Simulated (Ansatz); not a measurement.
A run on BrClFGeH, SMILES `[F][GeH]([Cl])[Br]` with other settings.

```yaml
crystal:
  periodic: [false, false, false]
  atoms:
    - {symbol: F, position_ang: [-0.769868, -0.305742, 1.511608]}
    - {symbol: Ge, position_ang: [0.068831, 0.099312, 0.064326]}
    - {symbol: Cl, position_ang: [1.458301, -1.465121, -0.279250]}
    - {symbol: Br, position_ang: [-1.474461, 0.157922, -1.600829]}
    - {symbol: H, position_ang: [0.767097, 1.440029, 0.262645]}
basis:
  gaussian: {orbitals: def2-mTZVP, point_charges: [{charge: 1.00, position_ang: [4.583, -0.286, 0.119]}]}
hamiltonian: {xc: {name: rPW86-PBE}}
output: {forces: true}
```

```sh
$ ansatz run in.yaml --threads 4 --pin off --events-out ev --progress --plain --max-ram 10444MiB
```

Output, abridged:

```
Functional definition: rPW86-PBE
1125 factors; their error is unknown
mean field evaluation 1: about -141881.0749 eV, gradient 5.1e1 eV
mean field evaluation 2: about -141859.9941 eV, gradient 1.3e2 eV
mean field evaluation 4: about -141884.2834 eV, gradient 6.7e0 eV
mean field evaluation 8: about -141884.3429 eV, gradient 8.1e-2 eV
mean field evaluation 16: about -141884.3025 eV, gradient 2.9e-5 eV
mean field -141884.30248452 eV, -5214.1519436718 hartree, gradient 2.9e-5 eV, S^2 0.000000; 0 other end points of the search recorded, 0 dependent functions left out
reference -141884.30257558 eV, -5214.1519470181 hartree; 47, 47 occupied and 69, 69 virtual orbitals, 1125 factors
Total energy: -141884.30257558 eV, -5214.1519470181 hartree
Atom 0 at    -0.769868    -0.305742     1.511608 Å, force    -0.277735    -0.273610     0.898909 eV/Å
Atom 1 at     0.068831     0.099312     0.064326 Å, force    -0.976372     1.113019    -0.447799 eV/Å
Atom 2 at     1.458301    -1.465121    -0.279250 Å, force     1.339466    -0.899682    -0.137729 eV/Å
Atom 3 at    -1.474461     0.157922    -1.600829 Å, force    -0.213848     0.003392    -0.360722 eV/Å
Atom 4 at     0.767097     1.440029     0.262645 Å, force     0.298209     0.199497     0.073729 eV/Å
Dipole moment:    -0.237621     0.374844    -0.213786 e Å
```

It took 2.1 s on 4 threads of an Arm Neoverse V2 on a shared host, with 0.38 GiB of host memory at the peak.
